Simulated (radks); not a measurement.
Task: Species: Hf4+. Configuration: [Xe] 4f14 (the NIST ground configuration). All-electron calculation, scalar-relativistic Kohn-Sham, PBEsol, spin-polarised, spherical densities, finite nucleus; Fermi nuclear charge, rms radius 5.347 fm. Program: a radial shooting solver on a logarithmic mesh with Libxc functionals. Some entries of the table are withheld. Estimate them.

| orbital | occ. | eigenvalue (eV) | <r^2> (bohr^2) | <r> (bohr) |
|---|---|---|---|---|
| 1s | 2 | -65282.11 | 0.0004954 | 0.01900 |
| 2s | 2 | -11199.82 | 0.007646 | 0.08040 |
| 2p | 6 | -9842.768 | (1) | 0.07173 |
| 3s | 2 | -2583.398 | 0.04981 | 0.2088 |
| 3p | 6 | (2) | 0.05043 | 0.2086 |
| 3d | 10 | -1696.895 | 0.04188 | 0.1890 |
| 4s | 2 | -552.9851 | 0.2478 | (3) |
| 4p | 6 | -419.8843 | 0.2821 | 0.4979 |
| 4d | 10 | -247.7222 | 0.3327 | 0.5354 |
| 5s | 2 | -107.9183 | 1.417 | 1.124 |
| 5p | 6 | -75.7727 | 1.917 | 1.303 |
| 4f | 14 | -57.9825 | 0.5730 | 0.6694 |

Result: 
(1) 2p <r^2> (bohr^2): 0.006286
(2) 3p eigenvalue (eV): -2177.813
(3) 4s <r> (bohr): 0.4684
